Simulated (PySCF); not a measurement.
**C₆ coefficients of unlike pairs at PBE**

Calculated with PySCF 2.14 from the dipole response of each species, C₆(A,B) = (3/π) ∫ α_A(iu) α_B(iu) du, in atomic units, from isotropic polarisabilities. For ions this is the dispersion term alone; charge-induced terms of lower order in 1/R come first.

```csv
species,configuration,basis,relativity,α (bohr³),C₆ (like pair)
Se⁺,[Ar] 3d10 4s2 4p3 (4S),"x2c-TZVPPall with one added diffuse shell each of s, p, d type (7s6p5d1f)",spin-free X2C,14.35,87.49
V,[Ar] 3d3 4s2 (4F),aug-cc-pVTZ (8s7p5d3f2g),none,93.43,1010
Al⁺,[Ne] 3s2 (1S),dyall-av2z (13s9p2d),none,24.16,121.1
Zr²⁺,[Kr] 4d2 (3F),dyall-av2z (22s15p11d2f),none,11.89,58.65
```

Estimate C₆ for V with Se⁺.

The integral gives 254.0. The combination rule 2 C_A C_B / (C_A α_B/α_A + C_B α_A/α_B) gives 243.8 and the geometric mean 297.2.

No spin-orbit coupling is included.

The other pairs:

```tsv
pair	C₆
Zr²⁺, V	204.0
Al⁺, Se⁺	96.47
Zr²⁺, Al⁺	76.80
Al⁺, V	339.2
Zr²⁺, Se⁺	71.01
```
